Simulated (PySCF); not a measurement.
hexafluoroacetone (C3F6O), SMILES C(F)(F)(C(C(F)(F)F)=O)F.

Geometry: PBE-D3(BJ)/def2-SVP.

Method: TDA-CAM-B3LYP/def2-SVPD (PySCF).

Vertical excitations. The molecule is in vacuum. State labels are in the subgroup C2.

Computed lowest excited states:
```json
[
 {"state": "S1", "symmetry": "A", "energy (eV)": "4.07", "λ (nm)": "305", "f": "0.000", "main pairs": "HOMO→LUMO 97 %"},
 {"state": "S2", "symmetry": "A", "energy (eV)": "8.21", "λ (nm)": "151", "f": "0.000", "main pairs": "HOMO−4→LUMO 66 %, HOMO−7→LUMO 13 %, HOMO−1→LUMO 12 %"},
 {"state": "S3", "symmetry": "B", "energy (eV)": "8.48", "λ (nm)": "146", "f": "0.002", "main pairs": "HOMO−5→LUMO 85 %"},
 {"state": "S4", "symmetry": "A", "energy (eV)": "8.92", "λ (nm)": "139", "f": "0.003", "main pairs": "HOMO−2→LUMO 92 %"},
 {"state": "S5", "symmetry": "B", "energy (eV)": "8.94", "λ (nm)": "139", "f": "0.003", "main pairs": "HOMO−3→LUMO 98 %"},
 {"state": "S6", "symmetry": "B", "energy (eV)": "9.11", "λ (nm)": "136", "f": "0.002", "main pairs": "HOMO→LUMO+1 70 %, HOMO→LUMO+3 23 %"},
 {"state": "T1", "symmetry": "A", "energy (eV)": "3.37", "λ (nm)": "368", "f": "0", "main pairs": "HOMO→LUMO 96 %"},
 {"state": "T2", "symmetry": "A", "energy (eV)": "5.61", "λ (nm)": "221", "f": "0", "main pairs": "HOMO−1→LUMO 74 %, HOMO−9→LUMO 12 %"}
]
```
Triplets are in the Tamm–Dancoff approximation.
